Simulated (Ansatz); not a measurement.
`C#C[Si](Cl)(Cl)Cl`, one more setting.

```yaml
crystal:
  periodic: [false, false, false]
  atoms:
    - {symbol: C, position_ang: [1.383550, -1.267603, 0.506026]}
    - {symbol: C, position_ang: [0.603381, -0.597863, 0.297996]}
    - {symbol: Si, position_ang: [-0.679813, 0.637607, -0.370511]}
    - {symbol: Cl, position_ang: [-2.228093, -0.327624, -1.057434]}
    - {symbol: Cl, position_ang: [0.189778, 1.857071, -1.849336]}
    - {symbol: Cl, position_ang: [-1.309091, 1.982121, 1.252066]}
    - {symbol: H, position_ang: [2.084620, -2.067026, 0.985162]}
basis:
  gaussian: {orbitals: pcseg-2}
hamiltonian: {xc: {name: RPBE}, dispersion: d3bjatm}
accuracy: high
output: {forces: true}
```

```sh
$ ansatz run in.yaml --threads 4 --pin off --events-out ev --progress --plain --max-ram 10444MiB
```

Output, abridged:

```
Functional definition: RPBE
3474 factors; integrals over basis functions are off by at most 1.7e-8 eV
mean field evaluation 1: about -47522.5042 eV, gradient 7.1e1 eV
mean field evaluation 2: about -47456.6305 eV, gradient 1.5e2 eV
mean field evaluation 4: about -47532.8756 eV, gradient 2.7e1 eV
mean field evaluation 8: about -47534.5634 eV, gradient 7.6e-1 eV
mean field evaluation 16: about -47534.5646 eV, gradient 3.8e-4 eV
mean field -47534.56458561 eV, -1746.8630284359 hartree, gradient 5.5e-8 eV, S^2 0.000000; 0 other end points of the search recorded, 0 dependent functions left out
reference -47534.56458953 eV, -1746.8630285801 hartree; 39, 39 occupied and 171, 171 virtual orbitals, 3474 factors
Total energy: -47536.21530484 eV, -1746.9236912490 hartree
Atom 0 at     1.383550    -1.267603     0.506026 Å, force    21.331493   -19.513848     7.484594 eV/Å
Atom 1 at     0.603381    -0.597863     0.297996 Å, force   -21.090422    18.824811    -6.711057 eV/Å
Atom 2 at    -0.679813     0.637607    -0.370511 Å, force     2.438366     1.534847     2.085501 eV/Å
Atom 3 at    -2.228093    -0.327624    -1.057434 Å, force    -1.403812    -0.804605    -0.652529 eV/Å
Atom 4 at     0.189778     1.857071    -1.849336 Å, force    -0.467131    -0.730237     0.803625 eV/Å
Atom 5 at    -1.309091     1.982121     1.252066 Å, force     0.592260    -1.290189    -1.501669 eV/Å
Atom 6 at     2.084620    -2.067026     0.985162 Å, force    -1.400754     1.979221    -1.508465 eV/Å
Dipole moment:     0.158785    -0.429580    -0.013016 e Å
```

Hardware: 4 threads of an Arm Neoverse V2 on a shared host. Wall time 8.5 s, peak host memory 0.93 GiB.
